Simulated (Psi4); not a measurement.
Approach curve of the dimer CH2O2 ··· H2Se (SMILES O=CO and [SeH2]), singlet. Monomers: optimised at B3LYP-D3(BJ) (def2-TZVP), held rigid. Orientation: a higher rigid-body minimum at GFN2-xTB. R is the distance of the centres of mass, along which the second monomer moves.

Geometry at R = 3.59 Å (first 5 atoms: monomer A):
```
8

O      0.7465    -0.5397     0.3172
C     -0.3615    -0.0006    -0.2191
O     -0.6832     1.1485    -0.1276
H      1.2243     0.1674     0.7822
H     -0.9261    -0.7755    -0.7528
Se    -3.1854     1.3773    -1.2752
H     -2.9468     2.6589    -0.5951
H     -4.5285     1.8092    -1.6894
```

PBE/def2-TZVP, counterpoise-corrected (Psi4); PBE-D3(BJ)/def2-TZVP, counterpoise-corrected (Psi4); M06-2X/def2-TZVP, counterpoise-corrected (Psi4); SAPT0/jun-cc-pVDZ, frozen core (Psi4).

Interaction energies in kJ/mol; the last columns give the difference from SAPT0:

```json
[
 {"R / Å": "3.02", "PBE/def2-TZVP": "80.15", "PBE-D3(BJ)/def2-TZVP": "74.42", "M06-2X/def2-TZVP": "81.37", "SAPT0/jun-cc-pVDZ": "79.63", "PBE/def2-TZVP − SAPT0/jun-cc-pVDZ": "0.52", "PBE-D3(BJ)/def2-TZVP − SAPT0/jun-cc-pVDZ": "-5.21", "M06-2X/def2-TZVP − SAPT0/jun-cc-pVDZ": "1.74"},
 {"R / Å": "3.15", "PBE/def2-TZVP": "46.63", "PBE-D3(BJ)/def2-TZVP": "41.00", "M06-2X/def2-TZVP": "45.32", "SAPT0/jun-cc-pVDZ": "44.86", "PBE/def2-TZVP − SAPT0/jun-cc-pVDZ": "1.77", "PBE-D3(BJ)/def2-TZVP − SAPT0/jun-cc-pVDZ": "-3.86", "M06-2X/def2-TZVP − SAPT0/jun-cc-pVDZ": "0.45"},
 {"R / Å": "3.38", "PBE/def2-TZVP": "14.47", "PBE-D3(BJ)/def2-TZVP": "9.21", "M06-2X/def2-TZVP": "10.13", "SAPT0/jun-cc-pVDZ": "11.19", "PBE/def2-TZVP − SAPT0/jun-cc-pVDZ": "3.28", "PBE-D3(BJ)/def2-TZVP − SAPT0/jun-cc-pVDZ": "-1.98", "M06-2X/def2-TZVP − SAPT0/jun-cc-pVDZ": "-1.06"},
 {"R / Å": "3.59", "PBE/def2-TZVP": "1.74", "PBE-D3(BJ)/def2-TZVP": "-3.02", "M06-2X/def2-TZVP": "-3.21", "SAPT0/jun-cc-pVDZ": "-1.94", "PBE/def2-TZVP − SAPT0/jun-cc-pVDZ": "3.68", "PBE-D3(BJ)/def2-TZVP − SAPT0/jun-cc-pVDZ": "-1.08", "M06-2X/def2-TZVP − SAPT0/jun-cc-pVDZ": "-1.27"},
 {"R / Å": "3.76", "PBE/def2-TZVP": "-2.79", "PBE-D3(BJ)/def2-TZVP": "-7.10", "M06-2X/def2-TZVP": "-7.14", "SAPT0/jun-cc-pVDZ": "-6.28", "PBE/def2-TZVP − SAPT0/jun-cc-pVDZ": "3.48", "PBE-D3(BJ)/def2-TZVP − SAPT0/jun-cc-pVDZ": "-0.82", "M06-2X/def2-TZVP − SAPT0/jun-cc-pVDZ": "-0.86"},
 {"R / Å": "4.01", "PBE/def2-TZVP": "-5.01", "PBE-D3(BJ)/def2-TZVP": "-8.64", "M06-2X/def2-TZVP": "-7.88", "SAPT0/jun-cc-pVDZ": "-7.84", "PBE/def2-TZVP − SAPT0/jun-cc-pVDZ": "2.83", "PBE-D3(BJ)/def2-TZVP − SAPT0/jun-cc-pVDZ": "-0.80", "M06-2X/def2-TZVP − SAPT0/jun-cc-pVDZ": "-0.04"},
 {"R / Å": "4.28", "PBE/def2-TZVP": "-4.92", "PBE-D3(BJ)/def2-TZVP": "-7.83", "M06-2X/def2-TZVP": "-6.43", "SAPT0/jun-cc-pVDZ": "-7.00", "PBE/def2-TZVP − SAPT0/jun-cc-pVDZ": "2.08", "PBE-D3(BJ)/def2-TZVP − SAPT0/jun-cc-pVDZ": "-0.83", "M06-2X/def2-TZVP − SAPT0/jun-cc-pVDZ": "0.58"},
 {"R / Å": "4.63", "PBE/def2-TZVP": "-3.78", "PBE-D3(BJ)/def2-TZVP": "-5.87", "M06-2X/def2-TZVP": "-4.44", "SAPT0/jun-cc-pVDZ": "-5.17", "PBE/def2-TZVP − SAPT0/jun-cc-pVDZ": "1.40", "PBE-D3(BJ)/def2-TZVP − SAPT0/jun-cc-pVDZ": "-0.69", "M06-2X/def2-TZVP − SAPT0/jun-cc-pVDZ": "0.73"},
 {"R / Å": "5.10", "PBE/def2-TZVP": "-2.32", "PBE-D3(BJ)/def2-TZVP": "-3.59", "M06-2X/def2-TZVP": "-2.79", "SAPT0/jun-cc-pVDZ": "-3.21", "PBE/def2-TZVP − SAPT0/jun-cc-pVDZ": "0.90", "PBE-D3(BJ)/def2-TZVP − SAPT0/jun-cc-pVDZ": "-0.37", "M06-2X/def2-TZVP − SAPT0/jun-cc-pVDZ": "0.42"},
 {"R / Å": "5.82", "PBE/def2-TZVP": "-1.02", "PBE-D3(BJ)/def2-TZVP": "-1.60", "M06-2X/def2-TZVP": "-1.31", "SAPT0/jun-cc-pVDZ": "-1.57", "PBE/def2-TZVP − SAPT0/jun-cc-pVDZ": "0.55", "PBE-D3(BJ)/def2-TZVP − SAPT0/jun-cc-pVDZ": "-0.03", "M06-2X/def2-TZVP − SAPT0/jun-cc-pVDZ": "0.26"},
 {"R / Å": "6.83", "PBE/def2-TZVP": "-0.36", "PBE-D3(BJ)/def2-TZVP": "-0.57", "M06-2X/def2-TZVP": "-0.42", "SAPT0/jun-cc-pVDZ": "-0.66", "PBE/def2-TZVP − SAPT0/jun-cc-pVDZ": "0.30", "PBE-D3(BJ)/def2-TZVP − SAPT0/jun-cc-pVDZ": "0.09", "M06-2X/def2-TZVP − SAPT0/jun-cc-pVDZ": "0.24"},
 {"R / Å": "8.06", "PBE/def2-TZVP": "-0.14", "PBE-D3(BJ)/def2-TZVP": "-0.21", "M06-2X/def2-TZVP": "-0.16", "SAPT0/jun-cc-pVDZ": "-0.27", "PBE/def2-TZVP − SAPT0/jun-cc-pVDZ": "0.13", "PBE-D3(BJ)/def2-TZVP − SAPT0/jun-cc-pVDZ": "0.06", "M06-2X/def2-TZVP − SAPT0/jun-cc-pVDZ": "0.11"}
]
```

PBE/def2-TZVP is furthest from SAPT0/jun-cc-pVDZ at 3.59 (3.68 kJ/mol, above); its mean absolute difference over the points is 1.74 kJ/mol.

PBE-D3(BJ)/def2-TZVP is furthest from SAPT0/jun-cc-pVDZ at 3.02 (-5.21 kJ/mol, below); its mean absolute difference over the points is 1.32 kJ/mol.

M06-2X/def2-TZVP is furthest from SAPT0/jun-cc-pVDZ at 3.02 (1.74 kJ/mol, above); its mean absolute difference over the points is 0.65 kJ/mol.
